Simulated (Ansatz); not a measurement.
C2H8SeSi (`C[Se]C[SiH3]`), 12 atoms. Charge 0, multiplicity 1. Correlated methods include outer-core shells of Se, which these sets cover unevenly. Scalar relativity is left out up to krypton. All runs use 4 threads of an Intel Xeon on a shared host. Correlated methods freeze the cores.

(1) Give the basis size and wall time and peak host memory of each of these runs in Ansatz. RHF-MP2/def2-QZVPP energy; RKS PBE0-D4/def2-QZVPP energy; RHF-CCSD(T)/def2-SVP energy; direct RPA on PBE orbitals/def2-TZVPP energy; RKS PBE0-D4/def2-SVP energy; RKS HSE06 (plane-wave form)-D4/def2-TZVPP energy; RKS B2PLYP (frozen core)/def2-TZVPP energy; RHF-CCSD(T)/def2-TZVPP energy; RKS revPBE-D4/def2-TZVPP energy; RKS ωB97M-V/def2-QZVPP energy; RKS PBE0-D4/def2-TZVP frequencies; RKS PBE0-D4/def2-TZVP relaxation (6 steps). (Best estimate.)

## Answers

(1) Computed: Other jobs shared the machine, so times are rough.

| level | job | functions | wall time | peak host memory (GiB) |
| --- | --- | --- | --- | --- |
| RKS PBE0-D4/def2-SVP | energy | 118 | 1.5 s | 0.51 |
| RKS revPBE-D4/def2-TZVPP | energy | 264 | 2.2 s | 0.38 |
| RKS HSE06 (plane-wave form)-D4/def2-TZVPP | energy | 264 | 3.9 s | 0.82 |
| direct RPA on PBE orbitals/def2-TZVPP | energy | 264 | 4.7 s | 0.65 |
| RHF-CCSD(T)/def2-SVP | energy | 118 | 6.5 s | 0.63 |
| RKS B2PLYP (frozen core)/def2-TZVPP | energy | 264 | 6.5 s | 0.75 |
| RKS PBE0-D4/def2-QZVPP | energy | 513 | 11 s | 2.2 |
| RKS ωB97M-V/def2-QZVPP | energy | 513 | 21 s | 2.6 |
| RKS PBE0-D4/def2-TZVP | relaxation (6 steps) | 195 | 25 s | 0.59 |
| RHF-MP2/def2-QZVPP | energy | 513 | 27 s | 3.5 |
| RHF-CCSD(T)/def2-TZVPP | energy | 264 | 2.4 min | 6.4 |
| RKS PBE0-D4/def2-TZVP | frequencies | 195 | 3.2 min | 0.62 |
